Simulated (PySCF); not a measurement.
A structure optimised at PBE-D3(BJ)/def2-SVP, used in a PySCF frequency run:

```
Sn
H 1 1.7362
H 1 1.7371 2 109.26
C 1 2.1574 2 107.02 3 -119.34
C 4 1.3459 1 123.01 2 -4.33
H 5 1.1045 4 122.28 1 0.85
H 5 1.1056 6 115.77 4 -179.84
H 4 1.1058 5 118.76 6 -179.88
C 1 2.1868 2 110.20 3 119.34
H 9 1.1096 1 106.50 2 61.11
H 9 1.1099 10 106.66 1 -113.58
C 9 1.5295 10 111.62 11 -121.96
H 12 1.1099 9 111.95 10 179.68
H 12 1.1099 13 107.06 9 -123.05
H 12 1.1115 13 106.98 14 -114.37
```

Problem. Write its SMILES and formula.

Solution. C=[CH][SnH2][CH2]C, C4H10Sn

Problem. What are its rotational constants (standard atomic weights)?

Solution. 7.0397, 1.3701, 1.2425 GHz
